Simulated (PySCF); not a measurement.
**Relaxation of quartet HIrN**

Computed with UPBE0 in PySCF with Ir def2-TZVP with ECP60, N def2-TZVP, H def2-TZVP; scalar-relativistic core potentials, no spin–orbit coupling; density-fitted integrals. A (50,194) grid was used.

A hand-made bent start, of Cs symmetry, held to at least that symmetry:

```xyz
3
charge 0 multiplicity 4, angstrom
Ir    0.0904    0.0000   -0.0719
N    -1.3431    0.0000    0.9319
H     1.3519    0.0000    0.8114
```

Optimiser trace:
| step | E − E(last) (kJ/mol) | largest gradient (Eh/bohr) |
| --- | --- | --- |
| 0 | 5.21 | 0.03355 |
| 1 | 0.26 | 0.00505 |
| 2 | 0.01 | 0.00119 |
| 3 | 0.00 | 0.00012 |
| 4 | 0.00 | 0.00008 |

It ends at Cs with Ir–H 1.576 Å, Ir–N 1.709 Å; H–Ir–N 105.9°. A frequency run shows a minimum. Other isomers or separated fragments may lie lower.

Final geometry:
Coordinates in bohr (charge 0 multiplicity 4):
```
Ir    0.1613    0.0000   -0.1408
N    -2.4047    0.0000    1.8216
H     2.5506    0.0000    1.6378
```

With open d or f shells other occupations or spin states may lie lower. At this level a doublet minimum of Cs symmetry lies 84 kJ/mol below this structure. Spin–orbit coupling, left out here, can matter for elements this heavy.

The relaxation took roughly 18 core-seconds on a shared host.
